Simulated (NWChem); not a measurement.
# CsI; SMILES [I][Cs]

Program: NWChem. Medium grid unless said otherwise, to which SCAN and Minnesota functionals are sensitive. The geometry was optimised at PBE0/def2-SVP. def2 effective core potentials on I, Cs; no spin-orbit coupling.

Q: Order these by “dipole (D)”, lowest first: LC-wPBE (HJS exchange hole, range parameter 0.4 per bohr)/def2-SVP; PBE/def2-SVP; M06-L/def2-SVP; MPW1K/def2-SVP; B3LYP/def2-SVP.

A: PBE/def2-SVP (11.22), B3LYP/def2-SVP (11.59), M06-L/def2-SVP (11.87), MPW1K/def2-SVP (12.20), LC-wPBE (HJS exchange hole, range parameter 0.4 per bohr)/def2-SVP (12.51)
